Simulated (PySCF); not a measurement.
# Working with the constants of CsN⁺

UHF-CCSD(T) constants of CsN⁺, ⁴Σ⁻ (quartet), unpaired electrons σ ↑, π ↑↑ (PySCF, scalar-relativistic core potentials, basis sets Cs def2-TZVP with ECP46, N def2-TZVP; masses 132.9054 and 14.0031 u):

| Quantity | Value |
| --- | --- |
| ωe | 58.9 cm⁻¹ |
| ωexe | 2.68 cm⁻¹ |
| Be | 0.099065 cm⁻¹ |
| αe | 0.00424 cm⁻¹ |
| De to Cs⁺ + N | 0.044 eV |

(1) What force constant and bond length do these constants imply?

(2) Estimate the centrifugal constant D from the Kratzer relation and find the Dunham coefficient a1.

Correlated steps freeze 1 core orbital. The bond is weak. Basis-set superposition, not corrected here, can be much of De in a small basis, most of all at correlated wavefunction levels. These are scalar-relativistic numbers at best; spin–orbit coupling would shift them, the dissociation energy most. For an ion De counts to the pair picked by the measured ionisation energies or electron affinities, which need not be the lowest pair at this level. The state was picked by a PBE0 search and need not be the measured ground state.

Answers

(1) Reduced mass μred = 12.668 u; k = 5.8918×10⁻⁷·μred·ωe² (u, cm⁻¹, mdyn/Å) = 0.0259 mdyn/Å; Re = √(16.8576/(μred·Be)) (u, cm⁻¹, Å) = 3.665 Å.

(2) D = 4Be³/ωe² = 1.12e-06 cm⁻¹; a1 = −1 − αeωe/(6Be²) = -5.24.
